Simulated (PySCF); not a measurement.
**From computed data to an observable: chemical shift, span and skew from a shielding tensor**

F2H4OSi2, SMILES F[SiH](F)O[SiH3]. Atoms are numbered in the order given.

```xyz
9

Si     2.0389     0.5650     0.3238
O      0.4757     0.0675     0.6476
Si    -1.0208    -0.3215     0.1523
F     -0.9465    -1.5240    -0.9182
F     -1.6831     0.9283    -0.6202
H      2.0125     1.9057    -0.3219
H      2.6984    -0.4172    -0.5792
H      2.7660     0.6364     1.6174
H     -1.8691    -0.7133     1.2820
```

Coordinates come from a B3LYP-D3(BJ)/def2-SVP optimisation. The geometry has at least one imaginary mode, so it is a saddle point at that level. Other conformers were not sampled.

GIAO shieldings from HF/pcSseg-1 in PySCF, non-relativistic, no solvent. The symmetric part of the tensor of F4 has the principal values 306.9, 329.3, 423.7 ppm. The same nucleus in CFCl3 has σ = 238.5 ppm at this level (PySCF, at its B3LYP-D3(BJ)/def2-TZVP geometry).

Task: Work out the isotropic shielding, the ¹⁹F shift against CFCl3, the span and the skew.

Result: 
σ(iso) = (σ11 + σ22 + σ33)/3 = 353.3 ppm. δ = σ(ref) − σ(iso) = 238.5 − (353.3) = -114.8 ppm.
Span Ω = σ33 − σ11 = 116.8 ppm. Skew κ = 3(σ(iso) − σ22)/Ω = 0.62. Tumbling in solution averages the tensor to δ; in a static solid the shielding alone would spread this spin-1/2 line over Ω.
